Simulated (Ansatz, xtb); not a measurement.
Relative energy of two conformers of C2H8BSe+

Structure a is `CB[SeH+]C`, a singlet and structure b is `CB[SeH+]C`, a singlet. Both are isolated ions in the gas phase, relaxed with r2SCAN-D4/def2-SVP.

a (Å):

```xyz
12

C    -1.5263   -2.2658   -0.5534
C     0.9525    1.0347    1.1573
B    -0.2766   -1.4212   -0.3314
Se    0.2053   -0.7341    1.5388
H    -2.1972   -2.4522    0.2950
H    -2.1013   -1.8093   -1.3840
H    -1.1999   -3.2355   -0.9816
H     0.5752   -1.1248   -1.1236
H    -1.1490   -0.3323    1.9679
H     1.0732    1.5414    2.1231
H     0.2914    1.5906    0.4830
H     1.9317    0.8466    0.6978
```

b (Å):

```xyz
12

C    -0.3830   -0.4174    2.0392
C    -1.4323    2.4855    0.3280
B    -1.3768   -0.6246    0.9016
Se   -1.5825    0.7659   -0.5929
H     0.1139    0.5553    2.1445
H    -0.8662   -0.6965    2.9947
H     0.3940   -1.2019    1.9147
H    -2.0542   -1.5871    0.6707
H    -3.0521    0.6856   -0.7000
H    -1.8049    3.2470   -0.3691
H    -0.3606    2.6356    0.5118
H    -2.0059    2.4720    1.2618
```

Problem. Estimate E(b) − E(a) at the level CCSD(T)/def2-SVP + ΔMP2/def2-TZVPP.

Solution. Too close to call at this level: CCSD(T)/def2-SVP + ΔMP2/def2-TZVPP gives E(b) − E(a) = +0.006 eV.

How the difference moves with the method:

```tsv
level	geometry	E(b) − E(a) (eV)	departure from the last row (eV)	job, with rough time for the two
r2SCAN-D4/def2-SVP	r2SCAN-D4/def2-SVP	+0.009	+0.002	optimisation, 2.2 min
HF/def2-SVP	r2SCAN-D4/def2-SVP	+0.019	+0.013	part of the CCSD(T) run
MP2/def2-SVP	r2SCAN-D4/def2-SVP	+0.009	+0.003	part of the CCSD(T) run
CCSD(T)/def2-SVP	r2SCAN-D4/def2-SVP	+0.010	+0.003	single point
CCSD(T)/def2-SVP + ΔMP2/def2-TZVPP	r2SCAN-D4/def2-SVP	+0.006		single point, 72 s
```

The largest departure from CCSD(T)/def2-SVP + ΔMP2/def2-TZVPP is that of HF/def2-SVP, 0.013 eV. Levels run at GFN2-xTB geometries aren't shown. The last row adds to CCSD(T) the change of the MP2 difference between the two basis sets, here −0.003 eV.

With harmonic frequencies from r2SCAN-D4/def2-SVP (ideal gas, rigid rotor, one conformer each, 298.15 K, 1 atm): the zero-point term adds +0.002 eV; ΔH is +0.007 and ΔG +0.015 eV.

The correlated steps freeze 12 core orbitals; the filled d shell of Se is correlated, in a basis made for valence electrons. Programs: Ansatz 0.2.0; the last row on 2 threads of Intel(R) Xeon(R) Processor @ 2.50GHz (Skylake/Cascade Lake) on a shared host.
